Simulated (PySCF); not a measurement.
An equivalent PySCF input for Xe (xenon, neutral), [Xe], closed-shell 1S, with scalar relativity by spin-free X2C-1e:

```python
from pyscf import gto, scf, dft, mp, cc
import basis_set_exchange as bse
mol = gto.M(atom="Xe 0 0 0", charge=0, spin=0, symmetry="D2h",
            basis=gto.basis.parse(bse.get_basis("aug-cc-pwCVTZ-DK3", elements=["Xe"], fmt="nwchem")),
            nucmod="G")
mf = dft.UKS(mol, xc="PBE0").sfx2c1e()
mf.irrep_nelec = {'Ag': (9, 9), 'B1g': (2, 2), 'B2g': (2, 2), 'B3g': (2, 2), 'B1u': (4, 4), 'B2u': (4, 4), 'B3u': (4, 4)}
mf.kernel()
```

It reaches the same state as the run whose output follows, with an energy that differs only through the grid. The run itself started from symmetry-adapted Hartree-Fock orbitals and held the occupation by maximum overlap, on a logarithmic radial grid, so the iterations belong to that start.

```
SCF conv_tol = 1e-09
number electrons alpha = 27  beta = 27
XC functionals = PBE0
    C. Adamo and V. Barone.,  J. Chem. Phys. 110, 6158 (1999)
    M. Ernzerhof and G. E. Scuseria.,  J. Chem. Phys. 110, 5029 (1999)
cycle= 1 E= -7445.86860802426  delta_E= -0.00956  |g|= 0.0441  |ddm|= 0.35
cycle= 2 E= -7445.86874949216  delta_E= -0.000141  |g|= 0.0324  |ddm|= 0.0729
cycle= 3 E= -7445.86892434881  delta_E= -0.000175  |g|= 0.00745  |ddm|= 0.0306
cycle= 4 E= -7445.86892723394  delta_E= -2.89e-06  |g|= 0.000269  |ddm|= 0.00292
cycle= 5 E= -7445.86892726612  delta_E= -3.22e-08  |g|= 4.88e-05  |ddm|= 0.000669
cycle= 6 E= -7445.86892726699  delta_E= -8.65e-10  |g|= 8.78e-07  |ddm|= 8.41e-05
converged SCF energy = -7445.86892726699  <S^2> = -2.1316282e-14  2S+1 = 1
```
